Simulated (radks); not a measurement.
Values are calculated unless marked as measured or tabulated.
Spherical quantum dot in the effective-mass picture: electrons in a parabolic well V = omega^2 r^2 / 2 with omega = 0.323, with a point charge +1 (a donor) at the centre, all in effective atomic units (hartree* = m*/eps^2 hartree, bohr* = eps/m* bohr), one dielectric constant everywhere. Level of theory: non-relativistic Kohn-Sham, PBEsol, spin-polarised, spherical densities (a radial shooting solver with Libxc functionals). Levels are named by radial order and angular momentum (1s, 1p, 1d, 2s, ...), and open shells are averaged over m.

N = 13, configuration 1s2 1p6 1d(up 3, down 0) 2s2. This is the lowest configuration that the search found. Occupied and some empty levels:

level    occupation  eigenvalue (hartree*)  <r> (bohr*)
1s up             1                 3.3439        2.456
1s down           1                 3.3558        2.333
1p up             3                 3.5319        3.775
1p down           3                 3.5597        3.731
2s up             1                 3.6338        3.348
2s down           1                 3.6546        3.422
1d up             3                 3.6923        4.249
1d down           0                 3.7238        4.236
1f up             0                 3.8743        4.612
1f down           0                 3.9069        4.617
2p up             0                 3.9512        3.968
2p down           0                 3.9707        3.980
1g up             0                 4.0758        4.926
1g down           0                 4.1079        4.942

Energy (hartree*): total 26.3992, kinetic 3.5784, external 5.1273, Hartree 20.912, exchange-correlation -3.2186.
